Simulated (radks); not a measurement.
The cobalt ion Co1.25+, configuration [Ar] 3d(up 3.5, down 3.5) 4s(up 0.5, down 0.25) (fractional occupations, a model configuration). All-electron calculation, non-relativistic Kohn-Sham, SCAN, spin-polarised, spherical densities, point nucleus; meta-GGA in the generalised Kohn-Sham scheme. Program: a radial shooting solver on a logarithmic mesh with Libxc functionals.

Radial electron density D(r) = 4 pi r^2 rho(r):

| r (bohr) | D(r) (e/bohr) | spin D(r) |
|---|---|---|
| 0.006216 | 4.640 | 0.000564 |
| 0.008094 | 7.111 | 0.000860 |
| 0.01062 | 10.69 | 0.00128 |
| 0.01383 | 15.26 | 0.00179 |
| 0.01816 | 20.85 | 0.00237 |
| 0.02364 | 26.41 | 0.00282 |
| 0.03103 | 30.88 | 0.00290 |
| 0.04041 | 32.44 | 0.00234 |
| 0.05304 | 30.56 | 0.00111 |
| 0.06907 | 26.98 | 0.0000251 |
| 0.09066 | 25.53 | 0.000577 |
| 0.118 | 29.09 | 0.00373 |
| 0.1549 | 35.11 | 0.00732 |
| 0.2018 | 35.67 | 0.00542 |
| 0.2648 | 27.10 | -0.00367 |
| 0.3448 | 17.06 | -0.00915 |
| 0.4526 | 14.68 | -0.00154 |
| 0.5894 | 17.94 | 0.00478 |
| 0.7736 | 17.43 | -0.00746 |
| 1.007 | 11.55 | -0.0109 |
| 1.322 | 5.440 | 0.0352 |
| 1.722 | 2.263 | 0.100 |
| 2.26 | 0.9636 | 0.127 |
| 2.943 | 0.4155 | 0.0918 |
| 3.862 | 0.1284 | 0.0351 |
| 5.029 | 0.02342 | 0.00659 |
| 6.602 | 0.001827 | 0.000466 |

D(r) has 3 maxima, at r = 0.0401, 0.180, 0.665 bohr, and minima at 0.0864, 0.421 bohr, inside which lie 2.12, 10.74 electrons.
